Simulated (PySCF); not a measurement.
C2H5ClSi2, SMILES C#C[Si@@H]([SiH3])Cl. Heavy atoms are numbered as in [CH:1]#[C:2][Si@@H:3]([SiH3:4])[Cl:5]. Hydrogens are named by the atom that carries them.

Geometry: PBE0-D3(BJ)/def2-SVP. The structure was generated by enumeration; whether it is a known compound was not checked.

These are CAM-B3LYP/def2-TZVP (PySCF) values and carry that method's errors.

Atomic charges (e), one atom of each kind:

| atom | Löwdin | IAO |
|---|---|---|
| C1 (CH) | ___ | -0.17 |
| C2 | -0.22 | -0.35 |
| Si3 (SiH) | ___ | 0.73 |
| Si4 (SiH3) | 0.16 | 0.34 |
| Cl5 | ___ | -0.33 |
| H on C1 | 0.13 | 0.21 |
| H on Si3 | ___ | -0.12 |
| H on Si4 | -0.03 | -0.10 |

Problem. Fill in the missing entries. (Estimate from the structure and the level; the computed values follow.)

Solution. 
- C1 (CH), Löwdin: -0.08
- Si3 (SiH), Löwdin: -0.09
- Cl5, Löwdin: 0.21
- H on Si3, Löwdin: -0.02

Computed Mayer and Wiberg (Löwdin basis) orders of the bonds:
| bond | Mayer | Wiberg |
|---|---|---|
| C1–C2 | 2.85 | 2.99 |
| C2–Si3 | 0.96 | 1.18 |
| Si3–Si4 | 0.93 | 1.09 |
| Si3–Cl5 | 1.15 | 1.77 |
